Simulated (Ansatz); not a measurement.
`B[C](F)(Cl)[GeH3]` at its PBE0-D4/def2-TZVP geometry, where that method's forces vanish. The species carries charge 0 and has multiplicity 1.

```json
{"atom": "B1", "x (Å)": "0.936", "y (Å)": "-0.597", "z (Å)": "-1.228"}
{"atom": "C2", "x (Å)": "0.196", "y (Å)": "0.467", "z (Å)": "-0.369"}
{"atom": "F3", "x (Å)": "0.515", "y (Å)": "1.765", "z (Å)": "-0.538"}
{"atom": "Cl4", "x (Å)": "-1.038", "y (Å)": "-0.035", "z (Å)": "-1.722"}
{"atom": "Ge5", "x (Å)": "-0.649", "y (Å)": "0.143", "z (Å)": "1.393"}
{"atom": "H6", "x (Å)": "1.661", "y (Å)": "-0.211", "z (Å)": "-2.092"}
{"atom": "H7", "x (Å)": "0.888", "y (Å)": "-1.737", "z (Å)": "-0.884"}
{"atom": "H8", "x (Å)": "-1.832", "y (Å)": "1.104", "z (Å)": "1.555"}
{"atom": "H9", "x (Å)": "0.424", "y (Å)": "0.419", "z (Å)": "2.455"}
{"atom": "H10", "x (Å)": "-1.099", "y (Å)": "-1.319", "z (Å)": "1.429"}
```

(1) For each bond, give half the difference of the two atoms' forces along it (eV/Å; positive pushes the atoms apart) under PBE-D4, r2SCAN-D4, B3LYP-D4, ωB97M-V in def2-TZVPP. (Estimate.)

## Answers

(1) The calculation gave: 
```tsv
bond	length (Å)	PBE-D4	r2SCAN-D4	B3LYP-D4	ωB97M-V
B1–C2	1.555	-0.06	0.01	-0.01	0.05
B1–Cl4	2.112	0.11	0.18	0.44	0.19
B1–H6	1.192	0.07	-0.05	-0.14	-0.14
B1–H7	1.192	0.04	-0.05	-0.12	-0.12
C2–F3	1.347	0.53	0.31	0.36	0.31
C2–Cl4	1.899	0.26	0.27	0.36	0.07
C2–Ge5	1.981	-0.05	-0.07	0.04	-0.07
Ge5–H8	1.533	0.07	-0.05	-0.02	-0.07
Ge5–H9	1.535	0.07	-0.04	-0.04	-0.08
Ge5–H10	1.530	0.06	-0.05	-0.02	-0.06
```

B3LYP here is the variant with VWN-RPA as its local correlation; programs differ in this.

Program: Ansatz 0.2.0.
